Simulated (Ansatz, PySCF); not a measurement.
Ir(acac)(CO)2 (C₇H₇IrO₄), SMILES C1=C([O][Ir](<-[O]=C1C)(<-[C-]#[O+])<-[C-]#[O+])C, multiplicity 1.

Coordinates come from a B3LYP-D3(BJ)/def2-SVP optimisation. The multiplicity is an assumed one; no other spin state was optimised. The isomer is the one that the SMILES or the coordinates give; other isomers of the formula were not compared. The def2 effective core potentials stand for the cores of Ir; spin–orbit coupling is left out. The values are those of a single conformer.

Vertical ionisation energy (IE) and electron affinity (EA) in eV. Rows of orbital energies are one-electron estimates. Where ΔSCF, EOM or ADC give a negative EA the extra electron is unbound and the value depends on the basis.

```csv
level,IE,EA
"−ε(HOMO), −ε(LUMO), r2SCAN/def2-SVP (PySCF)",5.79,2.36
"−ε(HOMO), −ε(LUMO), PBE/def2-SVP (PySCF)",5.46,2.45
"ΔSCF, PBE0/def2-SVPD (Ansatz), final states of multiplicity 2 and 2",8.44,0.30
"ΔSCF, PBE/def2-SVPD (Ansatz), final states of multiplicity 2 and 2",8.28,0.33
```

Problem. What vertical singlet–triplet gap does ΔSCF give with PBE0/def2-SVPD (Ansatz, an electronic-structure program) and with PBE/def2-SVPD (Ansatz)? (An estimate is asked for; the answer gives what the named calculation found.)

Solution. 3.20 and 3.13 eV (triplet above singlet where positive).
